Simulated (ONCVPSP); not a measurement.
u(r) = r·R(r): atom against pseudo-atom (Cu (Z = 29))

Columns: radius, all-electron u(r) and pseudo u(r) of the 3s shell (level -114.70 eV) of copper in the configuration [Ne] 3s2 3p6 3d10 4s1; PBE, scalar-relativistic, ONCV scheme, ONCVPSP 4.0.1.

| r (bohr) | all-electron | pseudo |
| --- | --- | --- |
| 0.055 | 0.1663 | 0.1337 |
| 0.110 | -0.4922 | 0.2693 |
| 0.165 | -0.7053 | 0.4078 |
| 0.220 | -0.5029 | 0.5486 |
| 0.275 | -0.1034 | 0.6892 |
| 0.330 | 0.3293 | 0.8250 |
| 0.385 | 0.7064 | 0.9503 |
| 0.440 | 0.9926 | 1.0585 |
| 0.495 | 1.1827 | 1.1439 |
| 0.550 | 1.2869 | 1.2016 |
| 0.605 | 1.3231 | 1.2297 |
| 0.660 | 1.3078 | 1.2278 |
| 0.715 | 1.2568 | 1.1984 |
| 0.770 | 1.1826 | 1.1455 |
| 0.825 | 1.0950 | 1.0746 |
| 0.880 | 1.0012 | 0.9919 |
| 0.935 | 0.9063 | 0.9030 |
| 0.990 | 0.8139 | 0.8130 |
| 1.045 | 0.7260 | 0.7258 |
| 1.100 | 0.6441 | 0.6440 |
| 1.155 | 0.5689 | 0.5688 |
| 1.210 | 0.5005 | 0.5004 |
| 1.265 | 0.4390 | 0.4388 |
| 1.320 | 0.3839 | 0.3838 |
| 1.375 | 0.3349 | 0.3349 |
| 1.430 | 0.2916 | 0.2916 |

How many radial nodes do the two functions have?

The all-electron 3s function has n − l − 1 = 2; the pseudo-wave has 0, since the states of the same l below it are removed with the core.

At about which radius was the pseudo-wave matched?

1.10 bohr. The columns agree to 0.0005 from 1.04 bohr on; several derivatives are matched, so the curves merge somewhat inside the radius.

Is the pseudo-wave norm-conserving?

Yes: the ONCV scheme keeps the norm inside the radius equal to the all-electron one, which fixes the energy derivative of the logarithmic derivative at the level.
